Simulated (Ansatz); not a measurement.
Stretching the P1–O2 bond in PO (multiplicity 2 held). Energies count from the point at 1.480 Å.


R- and RO- levels are restricted; in cc, def2 and unpolarised 6-31G sets they are followed outwards from rest. U- levels take the lowest unrestricted solution at each point, which mixes spins at long bonds. Active spaces are followed from rest. Curves can end on different states.

Cores are frozen in the correlated methods.

Codes used: Ansatz (a program for electronic structure). Values without a source in brackets are computed.

Q: What energy at R = 5.919 Å does FIC-MRCISD+Q on CASSCF(11,8)/cc-pV(D+d)Z give?

A: 4.78 eV

Q: Estimate the energy at R = 5.919 Å that RO-HF/cc-pV(D+d)Z returns for this input.

A: 16.95 eV

Q: What is the computed energy at R = 5.919 Å (U-CCSD/cc-pV(D+d)Z)?

A: 4.58 eV

Doubts at one or more of the structures used: a restricted determinant that unrestricted orbitals would lower (RO-HF/cc-pV(D+d)Z); a spin-contaminated determinant (U-CCSD/cc-pV(D+d)Z).
